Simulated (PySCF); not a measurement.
C2H6BrIn. Atoms are numbered in the order given.

```xyz
10

In     0.5689     0.4538     0.0513
Br    -1.4185    -1.1328    -0.1327
C      0.2371     2.2704    -1.0871
H      1.1856     2.6766    -1.4665
H     -0.2350     3.0152    -0.4282
H     -0.4424     2.0481    -1.9209
C      2.1202    -0.3860     1.3137
H      2.9567     0.3140     1.4464
H      2.4822    -1.3141     0.8474
H      1.6796    -0.6330     2.2905
```

The structure is a stationary point at B3LYP-D3(BJ)/def2-SVP. The structure was generated by enumeration; whether it is a known compound was not checked. The def2 effective core potentials stand for the cores of In; spin–orbit coupling is left out.

The numbers are results of PBE/def2-TZVP (PySCF), not measurements.

ESP charges are fitted to the potential on shells at 1.4 to 2.0 van der Waals radii. Atomic charges (e):

```json
[
 {"atom": "In1", "ESP fit": "___", "Mulliken": "0.75", "Löwdin": "0.23"},
 {"atom": "Br2", "ESP fit": "___", "Mulliken": "-0.42", "Löwdin": "0.01"},
 {"atom": "C3", "ESP fit": "___", "Mulliken": "-0.61", "Löwdin": "-0.52"},
 {"atom": "H4", "ESP fit": "___", "Mulliken": "0.14", "Löwdin": "0.13"},
 {"atom": "H5", "ESP fit": "___", "Mulliken": "0.14", "Löwdin": "0.13"},
 {"atom": "H6", "ESP fit": "___", "Mulliken": "0.16", "Löwdin": "0.14"},
 {"atom": "C7", "ESP fit": "___", "Mulliken": "-0.61", "Löwdin": "-0.52"},
 {"atom": "H8", "ESP fit": "___", "Mulliken": "0.15", "Löwdin": "0.13"},
 {"atom": "H9", "ESP fit": "___", "Mulliken": "0.15", "Löwdin": "0.14"},
 {"atom": "H10", "ESP fit": "___", "Mulliken": "0.15", "Löwdin": "0.14"}
]
```

### Question
What belongs in the gaps? (Estimate from the structure and the level; the computed values follow.)

### Answer

- In1, ESP fit: 0.77
- Br2, ESP fit: -0.38
- C3, ESP fit: -0.70
- H4, ESP fit: 0.17
- H5, ESP fit: 0.17
- H6, ESP fit: 0.16
- C7, ESP fit: -0.73
- H8, ESP fit: 0.18
- H9, ESP fit: 0.18
- H10, ESP fit: 0.17
